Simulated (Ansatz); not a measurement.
`C/C=[CH]\[GaH][SH]` + H₂O → `[OH][GaH][SH]` + `C=CC`  (formal hydrolysis of a Ga–C bond)

Isolated molecules relaxed with PBE0-D4/def2-TZVP in Ansatz; ΔE leaves out vibrations. CCSD(T)/CBS is the MP2 limit (def2-TZVPP, def2-QZVPP) plus CCSD(T) − MP2 in def2-TZVPP, frozen cores. This one scheme is used for every species. DFT in def2-TZVPP. B3LYP here is the variant with VWN-RPA as its local correlation; programs differ in this. For Ga outer-core shells are correlated without core-valence functions, which leaves a few kJ/mol of doubt a bond. Scalar relativity is left out up to krypton. Each species was taken in one conformer, which may not be the lowest.

```
          level  ΔE (kcal/mol)
       B3LYP-D4          -15.8
CCSD/def2-TZVPP          -16.3
```

**Question.** What does CCSD(T)/CBS give? (An estimate is asked.)

**Answer.** Ansatz gave: -14.6 kcal/mol. The listed levels differ from it by -1.2, -1.7 kcal/mol.

Largest T1 diagnostic among the species: 0.014.

In def2-TZVPP, CCSD(T) changes the Hartree–Fock value by +4.8 kcal/mol (the triples alone add +0.7 kcal/mol) and MP2 by +5.1 kcal/mol. The D4 term adds +2.8 kcal/mol with B3LYP and +1.6 kcal/mol with PBE0; it sums over pairs of atoms, weighted by their polarisabilities, and B3LYP, whose exchange is more repulsive, gets the larger term.
